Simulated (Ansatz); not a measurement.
Species: NO (charge 0, quartet). The spin state was set by rule; other spins were not relaxed. 
Geometry from a B3LYP-D3(BJ)/def2-TZVP (Ansatz, an electronic-structure program) optimisation:
SMILES: [N][O]
```xyz
2

N      0.0000     0.0000    -0.7573
O      0.0000     0.0000     0.6627
```
Charge 0, spin multiplicity 4.

Quantity: atomisation energy (electronic, to ground-state atoms), in kcal/mol. Valence correlation only, unless marked. UHF or UKS for open shells. No spin-orbit coupling. No relativistic terms. The coupled-cluster limit lacks core correlation, which all-electron functionals hold. Basis-set limits of correlation are two-point, X^-3; Hartree-Fock from the larger set (for Q and 5 zeta extrapolated as (X+1)exp(-9√X)).

```json
[
 {"level": "PBE/def2-TZVPD", "program": "Ansatz", "atomisation energy (kcal/mol)": "61.7"},
 {"level": "PBE-D4/def2-TZVPD", "program": "Ansatz + dftd4", "atomisation energy (kcal/mol)": "61.9"},
 {"level": "CAM-B3LYP-D4/def2-TZVPD", "program": "Ansatz + dftd4", "atomisation energy (kcal/mol)": "[?]"},
 {"level": "CCSD/def2-SVPD", "program": "Ansatz", "atomisation energy (kcal/mol)": "27.9"},
 {"level": "CCSD(T)/CBS(cc-pVQZ,cc-pV5Z)", "program": "Ansatz", "atomisation energy (kcal/mol)": "41.3"}
]
```

Some entries are withheld; supply them.


- CAM-B3LYP-D4/def2-TZVPD, atomisation energy (kcal/mol): 49.2
